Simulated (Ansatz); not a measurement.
Relaxation of ClFGe$_{2}$H$_{6}$ (10 atoms, charge 0, multiplicity 1), to a largest force component of 0.03 eV/Å in at most 50 steps.

All numbers below come from RKS PBE-D4/def2-SVP (Ansatz 0.2.0).

```xyz
10
Properties=species:S:1:pos:R:3:forces:R:3
Ge 0.491 0.362 -0.398 0.41 0.24 -0.14
H -0.638 0.478 2.116 -1.44 -1.25 -0.23
H 1.267 -0.172 -1.637 -0.01 -0.03 0.03
Ge -1.260 2.003 -0.865 -0.03 -0.02 0.03
H -2.473 1.259 -1.472 -0.03 -0.02 -0.01
H -1.674 2.750 0.418 -0.01 0.00 0.06
H -0.713 3.013 -1.904 0.06 -0.03 0.00
F -0.151 -1.076 0.388 -0.02 -0.03 0.00
Cl 2.031 1.250 0.913 -0.07 -0.12 -0.31
H -0.131 0.960 2.287 1.14 1.27 0.56
```

Problem. Where does it end, and by what steps?

Solution. The forces met the threshold. The force dipped under the threshold on the way, but the program's further checks kept it going. After 37 steps the energy has fallen by 0.222 eV; H10 moved furthest, 1.76 Å.

| step | energy less start (eV) | largest force component (eV/Å) | accepted |
| --- | --- | --- | --- |
| 0 | 0.0000 | 1.439 | yes |
| 2 | -0.1607 | 0.095 | yes |
| 4 | -0.1567 | 0.384 | no |
| 6 | -0.1784 | 0.258 | yes |
| 8 | -0.1863 | 0.061 | yes |
| 10 | -0.1840 | 0.627 | no |
| 12 | -0.1950 | 0.184 | yes |
| 14 | -0.1997 | 0.041 | yes |
| 16 | -0.1925 | 0.552 | no |
| 18 | -0.2021 | 0.036 | yes |
| 20 | -0.2044 | 0.090 | yes |
| 22 | -0.2067 | 0.065 | yes |
| 24 | -0.2066 | 0.329 | no |
| 26 | -0.2107 | 0.122 | yes |
| 28 | -0.2126 | 0.065 | yes |
| 30 | -0.2155 | 0.082 | yes |
| 32 | -0.2182 | 0.115 | yes |
| 34 | -0.2209 | 0.071 | yes |
| 36 | -0.2214 | 0.054 | yes |
| 37 | -0.2215 | 0.009 | yes |

```xyz
10
Properties=species:S:1:pos:R:3
Ge 0.793 0.459 -0.614
H -1.183 0.197 2.178
H 0.998 -0.597 -1.735
Ge -1.060 2.042 -0.714
H -2.406 1.280 -0.706
H -0.951 2.979 0.508
H -0.917 2.852 -2.026
F 0.643 -0.477 0.880
Cl 2.645 1.592 -0.425
H -1.813 0.501 2.501
```

Whether the end is a true minimum wasn't checked by a vibrational analysis.

Run time: 18 s on 4 threads of AMD EPYC 9R45 96-Core Processor (Zen 5), on a shared host, peak memory 0.22 GiB.
